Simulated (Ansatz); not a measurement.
# C5H7FOSi: where a starting geometry ends

The starting geometry of this gas-phase singlet was optimised with GFN2-xTB; its bonds are those of `C=C/C(=C\C=O)[SiH2]F`.

```xyz
15

C    -2.9638   -1.1874    2.8998
C    -2.5721   -1.3726    1.6415
C    -1.4599   -0.6751    1.0325
C    -0.9911   -1.0072   -0.1961
C    -1.4772   -2.0657   -1.0721
F     0.4435    1.3933    0.9414
O    -2.3114   -2.9061   -0.8280
Si   -0.6312    0.7585    1.9604
H    -3.7956   -1.7316    3.3135
H    -2.4620   -0.5026    3.5637
H    -3.0895   -2.0890    1.0190
H    -0.1708   -0.4363   -0.6091
H    -0.9856   -2.0500   -2.0661
H    -1.5563    1.8450    2.2428
H     0.1679    0.3036    3.0886
```

Predict what it relaxes into with B3LYP-D3(BJ)/def2-SVP.

It keeps its bonds, and is `C=C/C(=C\C=O)[SiH2]F`.

The energy falls by 0.12 eV over 9 steps:

| step | E − E(last) (eV) |
| --- | --- |
| 1 | 0.124 |
| 2 | 0.013 |
| 3 | 0.008 |
| 4 | 0.006 |
| 5 | 0.002 |
| 6 | 0.001 |
| 7 | 0.000 |
| 8 | 0.000 |
| 9 | 0.000 |

Final geometry (Å):

```tsv
atom	x (Å)	y (Å)	z (Å)
C	-2.9750	-1.1572	2.9335
C	-2.5356	-1.4333	1.6920
C	-1.4568	-0.6960	1.0347
C	-1.0032	-0.9759	-0.2206
C	-1.4841	-2.0356	-1.1350
F	0.5266	1.3164	0.9097
O	-2.3730	-2.8338	-0.9203
Si	-0.6101	0.7354	1.9280
H	-3.7842	-1.7330	3.3891
H	-2.5537	-0.3542	3.5485
H	-2.9888	-2.2456	1.1204
H	-0.1899	-0.3685	-0.6310
H	-0.9364	-2.0587	-2.1123
H	-1.5634	1.8347	2.2279
H	0.0725	0.2824	3.1673
```

The end wasn't checked by frequencies. Run with Ansatz 0.2.0, 25 s on 4 threads of Arm Neoverse V1, with other jobs on the host.
